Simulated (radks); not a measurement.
All-electron atom: Fe+ in [Ar] 3d6 4s1.

All-electron calculation, Dirac Kohn-Sham, BLYP, spin-unpolarised, spherical densities, finite nucleus; open shells are shared between the two j in proportion to 2j + 1; Fermi nuclear charge, rms radius 3.7377 fm. Program: a radial shooting solver on a logarithmic mesh with Libxc functionals.

Energy parts (eV):
| part | energy |
|---|---|
| total | -34625.801 |
| kinetic | 35109.009 |
| electron-nucleus | -82651.309 |
| Hartree | 14432.679 |
| exchange-correlation | -1516.179 |

Orbitals (lengths in bohr, moments of r in powers of bohr):
orbital  occ.  eigenvalue (eV)   <1/r>
1s1/2       2        -7008.310   25.98
2s1/2       2        -828.0111   5.579
2p1/2       2        -715.3545   5.527
2p3/2       4        -702.8588   5.428
3s1/2       2        -102.2934   1.751
3p1/2       2         -69.4575   1.622
3p3/2       4         -67.9102   1.600
3d3/2     2.4         -16.0022   1.222
3d5/2     3.6         -15.8475   1.216
4s1/2       1         -12.4103  0.4806

The highest occupied level is 4s1/2 at -12.410 eV. The density falls to 0.001 e/bohr^3 at r = 3.88 bohr. For comparison, the ionisation energy in NIST's Atomic Spectra Database is 16.199 eV (measured). In exact Kohn-Sham theory the highest level is minus the ionisation energy, but local and semilocal functionals leave it too shallow, through self-interaction and a potential that decays too fast; potentials with the right tail come closer. The electron density at the nucleus is 1.51e+04 e/bohr^3. Summed over all electrons, <r^2> = 25.60 bohr^2, which gives a Langevin (diamagnetic) susceptibility term of -20.3 x 10^-6 cm^3/mol.

Beside tabulated values, note that spin-unpolarised runs miss the spin-polarisation part of the exchange energy of open shells.
